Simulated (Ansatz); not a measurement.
## Which method gave which barrier?

Saddle point of SiHClF2, closed shell (SiHClF₂ ([F][SiH]([F])[Cl]) → SiF₂ + HCl; bonds formed: Cl2–H3; bonds broken: Si1–Cl2, Si1–H3), PBE0-D4/def2-TZVP structure:

| atom | x (Å) | y (Å) | z (Å) |
| --- | --- | --- | --- |
| Si1 | 0.0482 | 0.5343 | 0.3687 |
| Cl2 | 0.3380 | -1.2445 | -1.3420 |
| H3 | 0.9683 | 0.1504 | -0.9211 |
| F4 | -1.4881 | 0.8741 | 0.1917 |
| F5 | 0.1337 | -0.3142 | 1.7027 |

Ansatz 0.2.0; basis: def2-TZVPP, with def2-QZVPP for the basis limit; cores frozen in the correlated methods. Extrapolation: Hartree–Fock as exp(−7.88 √X), correlation as X^−2.97. Four methods, as single points on the PBE0-D4 structures, gave these electronic barriers from the start structure: 64.37, 73.26, 82.31, 95.79 kcal/mol.

Q: The methods were, in alphabetical order, BHLYP-D4, HF, PBE-D4, PBE0-D4. Which gave which? (A judgement: the text doesn't fix the answer.)

A: The calculation gives: PBE-D4 64.37; PBE0-D4 73.26; BHLYP-D4 82.31; HF 95.79 kcal/mol. For comparison, CCSD(T) at an estimated basis limit (MP2 extrapolated from triple and quadruple zeta, plus CCSD(T) − MP2 in triple zeta) gives 78.21 kcal/mol.

The T1 diagnostic stays at or below 0.015. The restricted Hartree–Fock reference is unstable towards an unrestricted one at one or more of these structures.

Losses and insertions of silylenes and their heavier kin drive the gas-phase chemistry of silicon and germanium vapour deposition.

Labels in which every atom is bracketed show which atoms are joined, not bond orders.

For scale, one of the runs: CCSD(T)/def2-TZVPP, 160 basis functions, launched by `ansatz run in.yaml --threads 2 --pin off --events-out ev --progress --plain --max-ram 4352MiB`. The run took 13 s on 2 CPU threads of an Intel Xeon 6975P-C (shared host), with 1.2 GiB of host memory at its peak.
